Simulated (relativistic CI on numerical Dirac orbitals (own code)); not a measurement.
## Cd¹⁵⁺: computed level list

Calculated at this level of theory: Dirac-Coulomb-Breit CI, separate exchange-only KLI orbitals for each configuration, model QED, unscaled Slater integrals (own radial code, finite nucleus).

CI space (outside the closed core [Ar] 3d10): 4s²4p³, 4s4p⁴, 4p⁵, 4s²4p²4d, 4s4p³4d, 4s²4p²4f, 4s4p³4f, 4p⁴4d, 4s4p²4d², 4s²4p²5s, 4s²4p4d4f, 4p⁴4f, 4s²4p²5p, 4p⁴5s, 4s4p³5s, 4s4p²4d5s, 4s²4p²5d, 4s4p³5p, 4s²4p4f5s, 4p³4d4f, 4s²4p²5f, 4s²4p²6s, 4s4p²4f², 4s²4p²5g, 4s4p³5d, 4s²4p²6p, 4s4p²5s², 4s²4p4d², 4s²4d³, 4s4p4d³, 4s²4d²4f, 4s4p4d²4f, 4s²4d²5s, 4p³4d², 4p²4d³, 4p²4d²4f, 4p²4d²5s, 4s²4p4f², 4s²4d4f², 4s4p4d4f², 4s²4f³, 4s4p4f³, 4s²4f²5s, 4p³4f², 4p²4d4f², 4p²4f³, 4p²4f²5s, 4s²4p4d5s, 4s4p4d²5s, 4s²4d4f5s, 4s4p4d4f5s, 4s²4d5s², 4s4p²4d4f, 4s²4p5s², 4s4p4d5s², 4s²4f5s², 4s4p4f5s², 4p³4d5s, 4p²4d4f5s, 4p²4d5s², 4s4p²4f5s, 4s4p4f²5s. Double excitations out of closed p, d and f shells are left out; levels of such configurations are missing from the list, as are those of other unlisted configurations, and high levels can miss mixing partners. These lack a partner that the ground configuration has and come out too high: 4s²4p²5p, 4s²4p²5d, 4s4p³5p, 4s²4p²5f, 4s²4p²6s.

The lowest level is 4s²4p³ ⁴S°3/2, with 59 % of that term; Hund's rules for 4s²4p³ give ⁴S° with J = 3/2, in agreement.

```csv
No.,Configuration,Term,J,E (eV),%,Next component (%),jj configuration (%)
1,4s²4p³,⁴S°,3/2,0.000,59,26 ²P°,4p3/2 (83)
2,4s²4p³,²D°,3/2,6.336,59,30 ⁴S°,4p1/2 4p3/2^2 (85)
3,4s²4p³,²D°,5/2,8.583,98,2 4s4p³4d ²D°,4p1/2 4p3/2^2 (98)
4,4s²4p³,²P°,1/2,12.018,97,1 4s²4p4d² ²P°,4p1/2 4p3/2^2 (97)
5,4s²4p³,²P°,3/2,17.764,63,26 ²D°,4p3/2^3 (93)
6,4s4p⁴,⁴P,5/2,43.141,84,8 ²D,4s 4p3/2^2 (84)
7,4s4p⁴,⁴P,3/2,47.591,79,8 ²D,4s 4p1/2 4p3/2^3 (54)
8,4s4p⁴,⁴P,1/2,48.353,76,16 ²S,4s 4p3/2^2 (56)
9,4s4p⁴,²D,3/2,53.735,63,12 ⁴P,4s 4p1/2 4p3/2^3 (53)
10,4s4p⁴,²D,5/2,55.679,76,12 4s²4p²4d ²D,4s 4p1/2 4p3/2^3 (78)
11,4s4p⁴,²S,1/2,60.795,42,30 ²P,4s 4p1/2 4p3/2^3 (40)
12,4s4p⁴,²P,3/2,61.810,51,28 4s²4p²4d ²P,4s 4p1/2 4p3/2^3 (55)
13,4s²4p²4d,⁴F,3/2,65.209,69,13 ²D,4p1/2^2 4d3/2 (67)
14,4s²4p²4d,⁴F,5/2,67.190,53,26 ⁴D,4p1/2^2 4d5/2 (61)
15,4s4p⁴,²S,1/2,68.536,27,25 ²P,4s 4p3/2^4 (47)
16,4s²4p²4d,²F,5/2,70.072,63,26 ⁴F,4p1/2 4p3/2 4d3/2 (85)
17,4s²4p²4d,⁴F,7/2,70.923,79,13 ⁴D,4p1/2 4p3/2 4d5/2 (71)
18,4s²4p²4d,⁴D,1/2,71.614,77,14 4s4p⁴ ²P,4p1/2 4p3/2 4d3/2 (64)
19,4s²4p²4d,⁴D,3/2,71.671,66,18 ⁴F,4p1/2 4p3/2 4d3/2 (67)
20,4s²4p²4d,²F,7/2,71.771,49,38 ⁴D,4p1/2 4p3/2 4d3/2 (47)
21,4s²4p²4d,⁴F,9/2,73.286,71,26 ²G,4p1/2 4p3/2 4d5/2 (82)
22,4s²4p²4d,⁴D,5/2,74.160,48,26 ²F,4p1/2 4p3/2 4d5/2 (67)
23,4s²4p²4d,²P,3/2,76.528,52,20 4s4p⁴ ²P,4p1/2 4p3/2 4d5/2 (58)
24,4s²4p²4d,²G,7/2,77.796,53,22 ⁴D,4p1/2 4p3/2 4d5/2 (30)
25,4s²4p²4d,⁴P,5/2,79.765,66,16 ²D,4p1/2 4p3/2 4d5/2 (46)
26,4s²4p²4d,²F,7/2,80.251,45,27 ²G,4p3/2^2 4d5/2 (81)
27,4s²4p²4d,⁴P,3/2,80.397,43,24 ²P,4p1/2 4p3/2 4d3/2 (42)
28,4s²4p²4d,⁴P,1/2,80.570,40,29 ²P,4p1/2 4p3/2 4d3/2 (67)
29,4s²4p²4d,²G,9/2,81.713,71,26 ⁴F,4p3/2^2 4d5/2 (82)
30,4s²4p²4d,²D,3/2,82.109,64,22 ⁴P,4p1/2 4p3/2 4d5/2 (39)
31,4s²4p²4d,²P,1/2,83.384,43,30 ⁴P,4p3/2^2 4d3/2 (44)
32,4s²4p²4d,²D,5/2,84.691,73,15 ²F,4p1/2 4p3/2 4d5/2 (37)
33,4s²4p²4d,²P,1/2,86.558,75,16 ²S,4p1/2 4p3/2 4d5/2 (72)
34,4s²4p²4d,²D,3/2,86.725,62,15 ⁴P,4p3/2^2 4d3/2 (65)
35,4s²4p²4d,²D,5/2,87.760,47,33 ²F,4p3/2^2 4d5/2 (37)
36,4s²4p²4d,²D,5/2,88.570,72,15 ²F,4p3/2^2 4d5/2 (59)
37,4s²4p²4d,²F,7/2,90.968,91,4 ²G,4p3/2^2 4d3/2 (56)
38,4s²4p²4d,²S,1/2,91.239,52,16 ⁴P,4p3/2^2 4d5/2 (37)
39,4s²4p²4d,²P,3/2,91.411,68,19 ²D,4p3/2^2 4d5/2 (51)
40,4s²4p²4d,²D,3/2,94.970,87,6 ²P,4p3/2^2 4d3/2 (46)
41,4s²4p²4d,²D,5/2,95.993,57,34 ²F,4p3/2^2 4d5/2 (72)
42,4p⁵,²P°,3/2,98.577,70,26 4s4p³4d ²P°,4p3/2^3 (70)
43,4s4p³4d,⁶D°,1/2,102.353,89,8 ⁴P°,4s 4p3/2 4d3/2 (48)
44,4s4p³4d,⁶D°,3/2,102.533,89,5 ⁴P°,4s 4p3/2 4d3/2 (43)
45,4s4p³4d,⁶D°,5/2,102.640,85,7 ⁴D°,4s 4p3/2 4d3/2 (42)
46,4s4p³4d,⁶D°,7/2,102.871,82,8 ⁴D°,4s 4p3/2 4d3/2 (28)
47,4s4p³4d,⁶D°,9/2,103.606,88,10 ⁴F°,4s 4p3/2 4d5/2 (51)
48,4p⁵,²P°,1/2,105.706,66,30 4s4p³4d ²P°,4p1/2 4p3/2^4 (66)
49,4s4p³4d,⁴F°,3/2,108.355,49,32 ⁴D°,4s 4p3/2 4d3/2 (38)
50,4s4p³4d,⁴D°,5/2,108.545,52,22 ⁴F°,4s 4p3/2 4d5/2 (43)
51,4s4p³4d,⁴D°,7/2,110.520,66,11 ⁶D°,4s 4p1/2 4p3/2^2 4d5/2 (65)
52,4s4p³4d,⁴D°,1/2,111.268,90,4 4s²4p4d² ⁴D°,4s 4p1/2 4p3/2^2 4d5/2 (39)
53,4s4p³4d,⁴D°,3/2,111.376,55,34 ⁴F°,4s 4p1/2 4p3/2^2 4d3/2 (62)
54,4s4p³4d,⁴F°,5/2,111.785,50,29 ⁴D°,4s 4p1/2 4p3/2^2 4d3/2 (69)
55,4s4p³4d,⁴F°,7/2,112.767,56,18 ⁴D°,4s 4p1/2 4p3/2^2 4d3/2 (61)
56,4s4p³4d,⁴G°,5/2,113.360,60,19 ⁴F°,4s 4p3/2 4d3/2 (47)
57,4s4p³4d,⁴G°,7/2,114.196,48,35 ⁴F°,4s 4p3/2 4d5/2 (33)
58,4s4p³4d,⁴F°,9/2,114.270,49,39 ⁴G°,4s 4p1/2 4p3/2^2 4d5/2 (51)
59,4s4p³4d,²S°,1/2,114.665,56,24 ⁴P°,4s 4p3/2 4d3/2 (40)
60,4s4p³4d,⁴F°,9/2,115.570,60,31 ⁴G°,4s 4p1/2 4p3/2^2 4d5/2 (72)
61,4s4p³4d,⁴D°,1/2,116.412,85,4 ²P°,4s 4p3/2 4d3/2 (39)
62,4s4p³4d,⁴G°,11/2,117.140,94,3 4s²4p²4f ⁴G°,4s 4p1/2 4p3/2^2 4d5/2 (94)
63,4s4p³4d,²G°,7/2,117.777,63,15 ²F°,4s 4p3/2 4d5/2 (41)
64,4s4p³4d,⁴D°,3/2,118.078,69,6 ²D°,4s 4p3/2 4d3/2 (30)
65,4s4p³4d,²G°,9/2,118.641,67,12 ⁴F°,4s 4p1/2 4p3/2^2 4d3/2 (59)
66,4s4p³4d,²D°,5/2,118.658,28,23 ⁴D°,4s 4p3/2 4d3/2 (30)
67,4s4p³4d,⁴P°,3/2,118.890,55,11 ⁴S°,4s 4p3/2 4d5/2 (41)
68,4s4p³4d,⁴P°,1/2,120.463,59,27 ²S°,4s 4p1/2 4p3/2^2 4d5/2 (58)
69,4s4p³4d,⁴F°,3/2,121.315,68,15 ²D°,4s 4p1/2 4p3/2^2 4d3/2 (73)
70,4s4p³4d,⁴P°,5/2,121.400,36,20 ²D°,4s 4p1/2 4p3/2^2 4d5/2 (31)
```

Energies count from the lowest computed level; ° marks odd parity. Filled j subshells are mostly left out of the jj labels.

The mean weight of the leading LS term, summed over parents, in these 70 levels is 64 %, and that of the leading jj configuration (from the same eigenvectors) 57 %.

At this charge energies of transitions that change n are usually good to better than 1 %, and those within a shell (Δn = 0) to a few per cent.

LS names give the leading component of a level, which can be under half, so a name can repeat, a term be missing and a line seem to break the LS rules.
